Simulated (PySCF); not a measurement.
Basis and Hamiltonian dependence of the excitation energy of Cl²⁺

Cl²⁺ [Ne] 3s2 3p3 (4S) → Cl²⁺ [Ne] 3s1 3p4 (4P). All values are computed (PySCF 2.14, energy differences of UHF-based or UKS calculations, no spin-orbit coupling). Values in eV.

```
                                                                  basis       Hamiltonian  functions     UHF     PBE    PBE0  MP2 (valence)  CCSD(T) (valence)  CCSD(T) (valence and next inner shell)
                                                        aug-cc-pV(D+d)Z  non-relativistic         32  12.895  12.515  12.685         12.783             12.153                                     n/a
                                                           ANO-RCC-VTZP     spin-free X2C         34  13.024  12.650  12.821         12.970             12.340                                  12.371
                                                          aug-cc-pwCVDZ  non-relativistic         36  12.894  12.504  12.677         12.782             12.156                                  12.243
                                                           x2c-TZVPPall     spin-free X2C         42  13.029  12.647  12.822         12.953             12.286                                  12.368
                                                             dyall-av2z  non-relativistic         50  12.909  12.528  12.698         12.835             12.363                                     n/a
         x2c-TZVPPall with one added diffuse shell each of s, p, d type     spin-free X2C         51  13.031  12.648  12.823         12.959             12.269                                  12.352
                                                           x2c-QZVPPall     spin-free X2C         70  13.016  12.646  12.815         12.955             12.265                                  12.372
                                                          aug-cc-pwCVTZ  non-relativistic         75  12.829  12.446  12.619         12.787             12.098                                  12.175
                                                            def2-QZVPPD  non-relativistic         79  12.823  12.445  12.616         12.767             12.093                                  12.197
                                                         aug-cc-pVQZ-DK     spin-free X2C         84  13.018  12.646  12.817         12.963             12.337                                     n/a
      x2c-QZVPPall with one added diffuse shell each of s, p, d, f type     spin-free X2C         86  13.017  12.646  12.815         12.956             12.263                                  12.371
   aug-cc-pCVTZ-DK with one added diffuse shell each of s, p, d, f type     spin-free X2C         91  13.025  12.648  12.820         12.975             12.291                                  12.373
                                                            dyall-acv3z  non-relativistic        113  12.823  12.440  12.613         12.786             12.098                                     n/a
aug-cc-pV(Q+d)Z with one added diffuse shell each of s, p, d, f, g type  non-relativistic        114  12.824  12.445  12.617         12.767                n/a                                     n/a
```

Frozen in the all-electron rows: valence: [Ne]; valence and next inner shell: 1s2.
